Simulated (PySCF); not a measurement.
## PBE on S (sulfur, neutral)

Configuration: [Ne] 3s1 3p5, high-spin 3P determinant (an excited configuration). Calculation: PySCF 2.14, in x2c-QZVPPall with one added diffuse shell each of s, p, d, f type (10s7p5d3f1g, 86 functions); scalar relativity by spin-free X2C-1e.

```
Total energy                                                  : -398.6777 hartree
One-electron energy                                           : -549.9057 hartree
Hartree (Coulomb) energy                                      : 176.7430 hartree
Exchange-correlation energy                                   : -25.5150 hartree
⟨S²⟩                                                          : 2.0067
⟨L²⟩                                                          : 2.020
Sum of ⟨r⟩                                                    : 15.65 bohr
Sum of ⟨r²⟩                                                   : 30.21 bohr²
Traceless quadrupole moment −½Σ⟨3z² − r²⟩ along its main axis : 1.97 e·bohr²
Langevin diamagnetic susceptibility                           : -23.9 ×10⁻⁶ cm³/mol
```

| shell | electrons | mean orbital energy (hartree) | spread (hartree) | rms radius, mean of both spins (bohr) |
| --- | --- | --- | --- | --- |
| 1s α | 1 | -88.43213 | 0 | 0.112 |
| 1s β | 1 | -88.41906 | 0 | 0.112 |
| 2s α | 1 | -7.83339 | 0 | 0.522 |
| 2s β | 1 | -7.81840 | 0 | 0.522 |
| 2p α | 3 | -5.80598 | 0.01920 | 0.495 |
| 2p β | 3 | -5.78893 | 0.00694 | 0.495 |
| 3s α | 1 | -0.69439 | 0 | 1.80 |
| 3p α | 3 | -0.30675 | 0.04794 | 2.23 |
| 3p β | 2 | -0.24254 | 0 | 2.23 |

Densities and radii are taken from the X2C orbitals without a picture-change correction, which distorts them close to the nucleus.
